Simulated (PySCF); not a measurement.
The dipole of `C#CC(=C)O/C=C(/F)C(F)(F)F` from its density and from atomic charges.

Coordinates (GFN2-xTB, Å) and charges (e) from the PBE0/pcSseg-1 density (PySCF):

| atom | x | y | z | Mulliken | IAO | Hirshfeld | ESP-fitted |
| --- | --- | --- | --- | --- | --- | --- | --- |
| C1 | 2.890 | -0.966 | -1.336 | -0.2710 | -0.1919 | -0.0683 | -0.3201 |
| C2 | 2.247 | -0.524 | -0.423 | +0.2136 | -0.0599 | -0.0414 | -0.1309 |
| C3 | 1.469 | -0.004 | 0.644 | +0.0721 | +0.1803 | +0.0841 | +0.4639 |
| C4 | 2.002 | 0.311 | 1.825 | -0.1216 | -0.3243 | -0.0983 | -0.6531 |
| O5 | 0.112 | 0.190 | 0.468 | -0.4211 | -0.2626 | -0.0680 | -0.2263 |
| C6 | -0.472 | -0.152 | -0.678 | +0.1881 | +0.0319 | +0.0160 | +0.0252 |
| C7 | -1.788 | -0.027 | -0.873 | +0.0532 | +0.1670 | +0.0180 | -0.0744 |
| F8 | -2.315 | -0.372 | -2.067 | -0.2707 | -0.2572 | -0.0820 | -0.1304 |
| C9 | -2.799 | 0.506 | 0.105 | +0.8398 | +0.7936 | +0.2478 | +0.6536 |
| F10 | -3.984 | -0.101 | -0.017 | -0.2610 | -0.2694 | -0.0937 | -0.1908 |
| F11 | -2.404 | 0.344 | 1.372 | -0.2572 | -0.2715 | -0.0893 | -0.2083 |
| F12 | -3.027 | 1.823 | -0.054 | -0.2684 | -0.2803 | -0.1054 | -0.2071 |
| H13 | 3.479 | -1.351 | -2.115 | +0.0643 | +0.2143 | +0.1055 | +0.3040 |
| H14 | 3.052 | 0.182 | 2.005 | +0.1425 | +0.1781 | +0.0617 | +0.2650 |
| H15 | 1.385 | 0.700 | 2.613 | +0.1424 | +0.1783 | +0.0609 | +0.2536 |
| H16 | 0.144 | -0.549 | -1.479 | +0.1548 | +0.1737 | +0.0526 | +0.1762 |

Task: What dipole does each set of charges give (1 e·Å = 4.803 D), and what does the density give?

Result: The full density gives (4.07, -0.97, -0.52) D, 4.22 D in size; dipole vectors point from the negative to the positive end.

```tsv
scheme	μx	μy	μz	size (D)	share of the full size (%)	angle to the full dipole (°)
Mulliken	4.58	-0.34	1.59	4.86	115	28
IAO	5.25	-1.21	-0.52	5.41	128	2
Hirshfeld	3.07	-0.64	-0.06	3.14	74	6
ESP-fitted	4.10	-0.98	-0.53	4.25	101	0
```

Task: Which set comes closest?

Result: Length of the difference vector: ESP-fitted 0.04 D, Hirshfeld 1.14 D, IAO 1.20 D, Mulliken 2.26 D. Closest: ESP-fitted. ESP charges are fitted to the potential around the molecule, whose slowest-falling term is the dipole's. 

Task: What is left for the Hirshfeld atoms' own dipoles?

Result: The shares of the density sum to the whole, so what Σ q r misses lies in dipoles about the nuclei. The atomic dipoles sum to (4.07, -0.97, -0.52) − (3.07, -0.64, -0.06) = (1.00, -0.33, -0.46) D, 1.14 D in size.

Task: With the origin at the mean of the coordinates, (0.000, 0.001, -0.001) Å, which are the largest single terms, by size, of the Hirshfeld dipole along the direction of the full one?

Result: C9 -3.37, H13 +1.99, F10 +1.72, F12 +1.69, F11 +1.10 D; all 16 atoms together +3.12 D. The single terms depend on the origin, their sum doesn't.

Task: Give the size of the full dipole in other units.

Result: 4.22 D = 1.659 au = 0.878 e·Å = 14.06 × 10⁻³⁰ C·m.

Isolated species at its GFN2-xTB geometry (one conformer only).

These values come from a run that also computed NMR shieldings. Hardware: one thread, Arm Neoverse V2, shared host. Cost: 41 s wall.

The values belong to the conformer `[CH:1]#[C:2][C:3](=[CH2:4])[O:5]/[CH:6]=[C:7](/[F:8])[C:9]([F:10])([F:11])[F:12]`: C2–C3–O5–C6 2°, C3–O5–C6–C7 177°, C6–C7–C9–F10 -147°.
